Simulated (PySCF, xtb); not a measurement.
C2H6O6Si2. Atoms are numbered in the order given.

```xyz
16

Si    -2.4517     0.0004     0.0002
O     -3.0060     1.3396    -0.7736
O     -3.0063     0.0008     1.5467
O     -3.0089    -1.3385    -0.7721
C     -0.6126    -0.0002    -0.0003
C      0.6126     0.0002    -0.0003
Si     2.4517    -0.0004     0.0002
O      3.0089     1.3385    -0.7721
O      3.0060    -1.3396    -0.7736
O      3.0063    -0.0008     1.5467
H     -2.7179     2.1917    -0.4346
H     -2.7295    -0.7261     2.1115
H     -2.7369    -1.4622    -1.6857
H      2.7369     1.4622    -1.6857
H      2.7179    -2.1917    -0.4346
H      2.7295     0.7261     2.1115
```

Coordinates come from a PBE0-D3(BJ)/def2-SVP optimisation. This is a generated structure with no PubChem entry under its InChIKey; it may be hypothetical. The values are those of a single conformer.

These are IEF-PCM-M06-2X/def2-SVP run with PySCF values and carry that method's errors.

The values are the electrostatic part of the solvation free energy, E(continuum) − E(gas) at the gas-phase geometry, in a cavity of scaled van der Waals radii (PySCF's table); cavitation and dispersion terms are not included. In vacuum the orbital gap is 9.97 eV. The dipole moment in vacuum is 0.03 D.

Computed values in water (ε = 78.36), acetonitrile (ε = 35.69), chlorobenzene (ε = 5.70):
```csv
solvent,ε,ΔG(elec) (kcal/mol),dipole (D),gap (eV)
water,78.36,-20.3,0.04,10.04
acetonitrile,35.69,-19.8,0.04,10.03
chlorobenzene,5.70,-15.3,0.04,10.02
```

For comparison, GFN2-xTB/ALPB(water) (xtb, at the GFN2-xTB geometry, all terms of that model) gives -22.6 kcal/mol.
